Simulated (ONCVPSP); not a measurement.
# Te: one change to an ONCV potential, before and after

ONCVPSP 4.0.1 input, shortened (lines: element, Z, core and valence counts, functional; n l f; lmax; l rc ep ncon nbas qcut; lloc lpopt rc5 dvloc0; l nproj debl; icmod fcfact rcfact), LDA (Perdew-Zunger), scalar-relativistic:

```
  Te 52.00    8    3        3      upf
    1    0    2.00
    2    0    2.00
    2    1    6.00
    3    0    2.00
    3    1    6.00
    3    2   10.00
    4    0    2.00
    4    1    6.00
    4    2   10.00
    5    0    2.00
    5    1    3.50
    3
    0    1.60    0.00    5    8    3.20
    1    2.30    0.00    3    6    2.80
    2    1.35    0.00    4    9   11.00
    3    2.30    0.04    4    7    4.20
    4    5    0.95    6.00
    0    1    1.30
    1    2    3.30
    2    2    0.70
    3    2    2.50
    3    5.50    1.20
```

In the d channel the program set the typed energies aside and used -1.692, 0.250 Ha.

All-electron outer shells of the reference configuration (LDA (Perdew-Zunger), scalar-relativistic, ld1.x):

```csv
shell,level (eV),outermost node (bohr),outermost maximum (bohr)
4s,-168.35,0.38,0.70
4p,-118.55,0.38,0.74
4d,-46.04,0.36,0.81
5s,-19.41,0.91,1.77
5p,-9.87,1.00,2.11
```

Change: p: qcut 2.9.

Cutoffs: the cutoffs (Ha) at which the residual kinetic energy of the hardest occupied pseudo-wave falls to 1 and 0.1 mHa per electron; they do not see the model core or the augmentation charge, which bear on the density cutoff. Errors are all-electron minus pseudo energies relative to the spin-unpolarised reference configuration.

Problem. How do hardness, ghosts and transferability respond?

Solution. The potential gets neither clearly harder nor softer (60 Ha and 69 Ha → 60 Ha and 69 Ha); both files keep a bound ghost (s); the errors of the 4 common tests hardly move.

| quantity | base | changed |
| --- | --- | --- |
| cutoff, loose | 60 Ha | 60 Ha |
| cutoff, tight | 69 Ha | 69 Ha |
| loose cutoff by channel | s 60 Ha, p 8.2 Ha, d 46 Ha | s 60 Ha, p 6.1 Ha, d 46 Ha |
| bound ghosts | s | s |
| GHOST(+) flags under 300 eV | p at 34.0 eV | p at 34.5 eV |
| error for 4d10 5s2 5p4, meV [ΔE -3.98 eV] | +0.7 | +0.8 |
| error for 4d10 5s2 5p3, meV [ΔE 5.93 eV] | -0.8 | -0.8 |
| error for 4d10 5s2 5p2, meV [ΔE 24.10 eV] | -4.8 | -4.5 |
| error for 4d10 5s2 5p0, meV [ΔE 88.24 eV] | -58 | -54 |
| s: phases at 1.62 bohr within 0.05 rad from the reference energy up to (Ha; the scan ends near 5) | 0.7 | 0.7 |
| p: phases at 2.34 bohr within 0.05 rad from the reference energy up to (Ha; the scan ends near 5) | 1.1 | 1.2 |
| d: phases at 1.37 bohr within 0.05 rad from the reference energy up to (Ha; the scan ends near 5) | to the end of the scan | to the end of the scan |
| f: phases at 2.34 bohr within 0.05 rad from the reference energy up to (Ha; the scan ends near 5) | 1.3 | 1.3 |
| rms error of d²Exc/dni dnj with the model core, mHa | 2.25 | 2.25 |

 A true bound ghost makes a file unfit for plane-wave use even where its test errors are small: the radial tests pick states by their node count and pass the ghost by.
